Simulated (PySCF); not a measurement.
C₄H₁₃BN (charge +1).
Numbering: `[CH3:1][NH2+:2][CH2:3][B:4]([CH3:5])[CH3:6]` (hydrogens: H7, H8, H9 on C1; H10, H11 on N2; H12, H13 on C3; H14, H15, H16 on C5; H17, H18, H19 on C6)

Geometry (GFN2-xTB, Å), atoms numbered from 1 in this order:
```
atom  x, y, z in Å
C1     2.762    0.312    0.153
N2     1.319    0.618    0.187
C3     0.441   -0.527   -0.186
B4    -1.133   -0.233   -0.125
C5    -1.685    1.185    0.243
C6    -2.082   -1.442   -0.397
H7     3.346    1.190    0.420
H8     2.987   -0.488    0.856
H9     3.048   -0.011   -0.846
H10    1.054    0.931    1.127
H11    1.116    1.392   -0.457
H12    0.716   -0.841   -1.195
H13    0.689   -1.364    0.468
H14   -2.529    1.452   -0.390
H15   -2.109    1.145    1.248
H16   -0.990    2.021    0.225
H17   -1.763   -2.054   -1.237
H18   -2.079   -2.117    0.461
H19   -3.118   -1.161   -0.562
```

The closed-shell SCF was solved with PySCF and density fitting under several settings on one GFN2-xTB geometry (grid level 2 and gas phase unless stated).

```csv
settings,basis functions,SCF cycles,E (Eh),HOMO (eV),LUMO (eV)
PBE0/pcSseg-1,167,12,-239.2961,-13.13,-4.88
CAM-B3LYP/def2-SVPD,224,12,-239.3209,-14.56,-3.78
"B97-D/3-21G, fitting basis def2-qzvpp-jkfit",80,9,-238.1554,-11.59,-5.40
```

Problem. Estimate the rows for these settings: (1) PW91/pcSseg-0, energy threshold 1e-07 Eh; (2) KT3/ANO-RCC-VDZP, fitting basis def2-qzvpp-jkfit.

Solution. 
```csv
settings,basis functions,SCF cycles,E (Eh),HOMO (eV),LUMO (eV)
"PW91/pcSseg-0, energy threshold 1e-07 Eh",80,8,-238.9862,-11.89,-5.92
"KT3/ANO-RCC-VDZP, fitting basis def2-qzvpp-jkfit",149,10,-243.5888,-11.77,-5.78
```

Problem. Over all rows, what range does the HOMO–LUMO gap span?

Solution. From 5.97 eV (PW91/pcSseg-0, energy threshold 1e-07 Eh) to 10.78 eV (CAM-B3LYP/def2-SVPD). The functional of the narrowest has no exact exchange, that of the widest range-separated exact exchange.

B97-D ran without the empirical dispersion term, which would shift the total energy alone. Cycle counts include a coarse-grid stage where the run had one. KT3 was designed for NMR shieldings or shifts; total energies of different functionals aren't comparable. ANO-RCC sets were contracted for a scalar-relativistic Hamiltonian, but ran non-relativistically here. GFN2-xTB frequencies show an imaginary mode (69i cm⁻¹), so this geometry is no minimum at that level.

One conformer stands for the species.
